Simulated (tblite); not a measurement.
A tight-binding relaxation on `COC(=O)P1C[C@@H](F)[C@@H]1[SiH3]`.

Computed with GFN2-xTB geometry optimisation, gas phase (tblite 0.8.0). Start geometry: from a force field or distance geometry. The command runs a driver script over a list of jobs; the input below is this job's line of settings and its coordinates in Å.

Command:
```bash
OMP_NUM_THREADS=1 python probes_run.py task.json out
```

Input:
```
{"job": {"kind": "relax", "xc": "GFN2-xTB", "basis": "xTB"}, "charge": 0, "multiplicity": 1}
C      3.277200     0.005900     0.709200
O      2.158500    -0.849700     0.432300
C      1.231500    -0.312100    -0.364900
O      1.256700     0.817600    -0.863800
P     -0.229900    -1.371300    -0.728200
C     -1.059000    -0.431800    -2.080600
C     -1.723900     0.519700    -1.039500
F     -2.993200     0.875000    -1.338700
C     -1.607500    -0.520600     0.125900
Si    -1.374300     0.210900     1.856700
H      3.789800     0.258500    -0.218900
H      2.928000     0.911600     1.225400
H      3.957600    -0.521900     1.376700
H     -0.368400     0.034500    -2.794700
H     -1.761300    -1.069000    -2.607900
H     -1.135300     1.431300    -0.868200
H     -2.460200    -1.208400     0.137400
H     -1.145600    -0.872000     2.847800
H     -2.561900     0.989700     2.286900
H     -0.184300     1.112700     1.904000
```

Output:
```
step      E/eV     max force
  0    -895.19068    2.462
  1    -895.36379    2.437
  2    -895.45164    0.676
  3    -895.47689    0.380
  4    -895.49617    0.274
  5    -895.50769    0.285
  6    -895.51927    0.234
  7    -895.52700    0.199
  8    -895.53370    0.179
  9    -895.53823    0.162
... (105 lines left out)
115    -895.60998    0.021
116    -895.61007    0.021
117    -895.61016    0.016
118    -895.61022    0.016
119    -895.61026    0.019
120    -895.61032    0.025
121    -895.61042    0.025
122    -895.61051    0.024
123    -895.61057    0.013
124    -895.61059    0.009
```

«max force» is the largest atomic force in eV/Å.

Q: From which step on does the largest force stay under 0.1 eV/Å, and how much energy is left to gain from there?

A: From step 56 (0.083 eV/Å), 25.8 meV above the end.

In short: energy lowered by 9.7 kcal/mol over 124 steps; largest atomic force 0.009 eV/Å at the end.

Q: Where do the atoms end?

A: 0.416 Å rms from the input after alignment:
```
atom  x, y, z in Å
C1     2.8733    0.0645    0.9883
O2     1.7108   -0.6380    0.5576
C3     1.2121   -0.3506   -0.6409
O4     1.6568    0.4510   -1.4164
P5    -0.2321   -1.4884   -0.9111
C6    -1.1162   -0.3978   -2.1507
C7    -1.6666    0.4769   -1.0251
F8    -2.9840    0.8424   -1.1928
C9    -1.4498   -0.5003    0.1338
Si10  -0.9835    0.2120    1.8383
H11    3.4682    0.3645    0.1243
H12    2.5759    0.9494    1.5531
H13    3.4349   -0.6144    1.6258
H14   -0.4839    0.1004   -2.8841
H15   -1.9145   -0.9439   -2.6530
H16   -1.1069    1.4112   -0.9097
H17   -2.3404   -1.1313    0.2217
H18   -0.3341   -0.8270    2.6309
H19   -2.2223    0.6633    2.4717
H20   -0.1028    1.3667    1.6352
```

Hardware: AMD EPYC 9B45, one thread, on a shared host. Cost: 0.83 s.
Labels such as C1 count atoms from 1, the log's own numbers from 0.
